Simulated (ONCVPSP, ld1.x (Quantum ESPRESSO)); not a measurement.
# Hardness and transferability of assorted potentials

Generated with ld1.x 7.5 (TM, RRKJ, ultrasoft, PAW), atompaw 4.2 or ONCVPSP 4.0.1. The cutoff is in Ry: for ld1.x and atompaw files where the sum of valence levels is converged to 10 mRy in a Bessel basis, for ONCV files where the hardest occupied wave has 1 mHa per electron of residual kinetic energy. The error is the largest all-electron minus pseudo excitation energy over each file’s own four to seven test configurations (ionisations up to +4, promotions, holes and added fractions of an electron), all of which were solved. The labels leave out finer settings (local radius, basis sizes, second energies), which also bear on the numbers. Spin-polarised tests are not counted. The rows are a selection from randomly drawn settings: files with unsolved tests, undetermined cutoffs or missed reference levels are left out.

A true bound ghost makes a file unfit for plane-wave use even where its test errors are small: the radial tests pick states by their node count and pass the ghost by.

```tsv
element	potential	cutoff (Ry)	largest error (meV)	bound ghosts
K	RRKJ, LDA (PZ), fully relativistic, rc 1.80/1.70/3.25/3.25 (spdf), local smoothed, core correction no, reference 3s2 3p6 3d0 4s0 4p0	30	-27	none
Ni	ONCV, PBE, scalar-relativistic, rc 2.30/1.75/1.40 (spd), local smoothed, core correction yes, reference 3d8 4s2, qcut 2.9/5.5/11.6, projectors 2/2/1	105	-129	p
Ga	ONCV, revPBE, fully relativistic, rc 2.05/2.15 (sp), local smoothed, core correction no, reference 4s1 4p2, qcut 2.8/4.4, projectors 2/2	42	+50	none
Mo	TM, PBE, scalar-relativistic, rc 2.85/3.30/3.00 (spd), local s, core correction yes, reference 4d4 5s0 5p0	25	-592	none
Au	ONCV, PBE, scalar-relativistic, rc 1.60/1.80/1.40 (spd), local smoothed, core correction yes, reference 5s2 5p6 5d10 6s1, qcut 6.3/7.6/7.4, projectors 2/2/2	40	-190	none
Tl	ONCV, revPBE, scalar-relativistic, rc 1.60/1.55/1.90/1.90 (spdf), local smoothed, core correction no, reference 5s2 5p6 5d10 6s1, qcut 8.7/7.8/6.5/5.5, projectors 3/2/2/1	51	-460	none
```

Q: Fill in the row for Ni: ONCV, PBE, scalar-relativistic, rc 1.15/0.75/1.45 (spd), local smoothed, core correction yes, reference 3s2 3p6 3d8 4s1, qcut 8.4/12.3/10.7, projectors 2/2/2.

A: cutoff 124 Ry, largest error +33 meV, bound ghosts: none.

Q: Fill in the row for Br: ONCV, PBE, scalar-relativistic, rc 1.45/1.40/0.55 (spd), local smoothed, core correction yes, reference 3d10 4s2 4p3, qcut 5.1/6.5/18, projectors 2/2/2.

A: cutoff 1127 Ry, largest error -12 meV, bound ghosts: s, p.

Q: Fill in the row for Ta: ONCV, LDA (Perdew-Zunger), scalar-relativistic, rc 1.90/1.70/2.45 (spd), local smoothed, core correction yes, reference 5s2 5p6 5d3 6s2, qcut 6.2/7.7/6.1, projectors 3/2/1.

A: cutoff 40 Ry, largest error -14 meV, bound ghosts: none.
